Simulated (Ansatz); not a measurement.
Input and output for `CC[As](C)[SiH3]`.

```yaml
crystal:
  periodic: [false, false, false]
  atoms:
    - {symbol: C, position_ang: [0.734708, 1.299710, -1.296201]}
    - {symbol: C, position_ang: [0.452250, -0.126211, -0.775450]}
    - {symbol: As, position_ang: [-1.124934, -0.374124, -0.306316]}
    - {symbol: C, position_ang: [-0.303747, -1.917570, 0.714781]}
    - {symbol: Si, position_ang: [-0.956175, 0.901355, 1.543548]}
    - {symbol: H, position_ang: [1.701751, 1.438688, -2.499714]}
    - {symbol: H, position_ang: [0.371139, 1.943561, -1.184308]}
    - {symbol: H, position_ang: [-0.070245, 1.264378, -2.299987]}
    - {symbol: H, position_ang: [1.578724, -0.230313, -0.307100]}
    - {symbol: H, position_ang: [1.005712, -0.742447, -1.991272]}
    - {symbol: H, position_ang: [-0.963693, -2.406193, 1.659942]}
    - {symbol: H, position_ang: [-0.245456, -2.966341, 0.292909]}
    - {symbol: H, position_ang: [0.590704, -2.085766, 1.183201]}
    - {symbol: H, position_ang: [0.384964, 1.142706, 1.996644]}
    - {symbol: H, position_ang: [-1.896593, 0.326817, 2.665270]}
    - {symbol: H, position_ang: [-1.038063, 2.701527, 1.034113]}
basis:
  gaussian: {orbitals: cc-pVDZ}
total_charge: -1
magnetization: {spin_polarized: true, initial_magnetization: 1}
hamiltonian: {xc: {name: revPBE0}, dispersion: d3bj}
```

```sh
$ ansatz run in.yaml --threads 4 --pin off --events-out ev --progress --plain --max-ram 11315MiB
```

Output, abridged:

```
Functional definition: revPBE0
1382 factors; integrals over basis functions are off by at most 1.4e-3 eV
mean field evaluation 1: about -71980.9413 eV, gradient 3.3e1 eV
mean field evaluation 2: about -71971.3325 eV, gradient 5.0e1 eV
mean field evaluation 4: about -71986.9793 eV, gradient 4.2e0 eV
mean field evaluation 8: about -71987.2975 eV, gradient 5.7e-1 eV
mean field evaluation 16: about -71987.3046 eV, gradient 1.7e-2 eV
mean field evaluation 32: about -71987.3046 eV, gradient 7.8e-5 eV
mean field -71987.30459540 eV, -2645.4846491333 hartree, gradient 2.3e-5 eV, S^2 0.757967; 5 other end points of the search recorded, 0 dependent functions left out
reference -71987.30463811 eV, -2645.4846507030 hartree; 39, 38 occupied and 103, 104 virtual orbitals, 1382 factors
Total energy: -71988.34638597 eV, -2645.5229342308 hartree
```

Run time 11 s (4 threads of an Arm Neoverse V2 on a shared host); peak host memory 0.61 GiB.
